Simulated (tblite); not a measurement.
C₃H₃, doublet, at a GFN2-xTB geometry; GFN1-xTB with ALPB(water) run with tblite.

The tblite input:
```
$ tblite run mol.xyz --method gfn1 --charge 0 --spin 1 --alpb water --json tblite.json --no-restart

# file mol.xyz
6

C     -0.83809205    -0.53136753     0.74537963
C      0.07485540     0.04745986    -0.06657466
C      0.89824084     0.56950310    -0.79887457
H     -0.83974223    -0.32796193     1.80085104
H     -1.57644059    -1.20394750     0.34804593
H      1.60615765     1.01833687    -1.42847936
```

### Question
Predict the main parts of the log of this tblite run.

### Answer

```
xTB calculator
 | screened Coulomb repulsion
 | Coulomb electrostatics
 |  * isotropic Klopman-Ohno-Mataga-Nishimoto electrostatics
 |  * onsite third-order electrostatics
 | DFT-D3(BJ) dispersion correction
 | Interactions (3)
 | [1] alpb/gbsa reaction field model
 | [2] cds contribution to solvation
 | [3] empirical free energy shift and standard state/solvent correction

halogen bonding energy    0.0000000000000E+00 Eh
repulsion energy          1.9712221876775E-01 Eh
dispersion energy        -1.1725124637874E-03 Eh
interaction energy        8.3245280146733E-05 Eh
number of electrons       1.5000000000000E+01 e
integral cutoff           1.9731147476801E+01 bohr

------------------------------------------------------------
  cycle        total energy    energy error   density error
------------------------------------------------------------
      1     -7.814912744759  -8.0109457E+00   6.7490688E-01
      2     -7.815570235275  -6.5749052E-04   4.0476539E-01
      3     -7.814702825000   8.6741028E-04   3.5513734E-02
      4     -7.815756485607  -1.0536606E-03   2.2242680E-03
      5     -7.815758317981  -1.8323740E-06   8.8848603E-04
      6     -7.815758557595  -2.3961407E-07   5.8232938E-05
      7     -7.815758559431  -1.8363036E-09   1.3074820E-05
------------------------------------------------------------

electronic energy        -8.0117915110155E+00 Eh
total energy             -7.8157585594313E+00 Eh

Post processing:
 | Mayer-Wiberg bond orders

[Info] JSON dump of results written to 'tblite.json'
```
